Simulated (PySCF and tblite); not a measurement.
Results of a calculation; reference values are marked as such.
System: C5H5Cl3Si, numbered as in [Cl:1][Si:2]([Cl:3])([Cl:4])[CH:5]1[CH:6]=[CH:7][CH:8]=[CH:9]1.

Geometries: PBE0-D3(BJ)/def2-SVP; energies: CAM-B3LYP/pcSseg-1 + D3(BJ); zero-point and thermal terms from GFN2-xTB harmonic modes (soft modes blended into free rotors). Rate constants are transition-state-theory values, counting equivalent paths, without tunnelling. Run with tblite and PySCF.

Tunnelling of the moving H, left out here, will speed the real process.

(1) How high is the barrier to the shift of H on C5 from C5 to C9, through which structure does it pass, and what rate follows at 298 K?

Answers

(1) The electronic barrier is 28.5 kcal/mol and ΔG‡(298 K) 25.9 kcal/mol, over a C1 saddle with an imaginary mode of 1096i cm⁻¹ (GFN2-xTB). With 2 equivalent paths, k is 1.3×10⁻⁶ s⁻¹, a mean lifetime of the start of 9 days against this motion. The end lies 2.0 kcal/mol below the start in free energy.
